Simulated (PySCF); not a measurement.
**Kr (krypton, neutral): r2SCAN calculation**

Configuration: [Kr], closed-shell 1S. Computed with PySCF 2.14 in x2c-QZVPPall, with scalar relativity by spin-free X2C-1e.

```json
{
  "Total energy": "-2790.108 hartree",
  "One-electron energy": "-3876.719 hartree",
  "Hartree (Coulomb) energy": "1183.940 hartree",
  "Exchange-correlation energy": "-97.329 hartree",
  "⟨S²⟩": "0.0000",
  "⟨L²⟩": "0.000",
  "Sum of ⟨r⟩": "26.03 bohr",
  "Sum of ⟨r²⟩": "38.85 bohr²",
  "Langevin diamagnetic susceptibility": "-30.8 ×10⁻⁶ cm³/mol"
}
```

| shell | electrons | mean orbital energy (eV) | rms radius, mean of both spins (bohr) |
| --- | --- | --- | --- |
| 1s | 2 | -14176.9 | 0.0478 |
| 2s | 2 | -1877.0 | 0.199 |
| 2p | 6 | -1657.5 | 0.177 |
| 3s | 2 | -270.17 | 0.567 |
| 3p | 6 | -199.43 | 0.584 |
| 3d | 10 | -82.793 | 0.617 |
| 4s | 2 | -23.923 | 1.69 |
| 4p | 6 | -9.643 | 2.10 |

Densities and radii are taken from the X2C orbitals without a picture-change correction, which distorts them close to the nucleus.
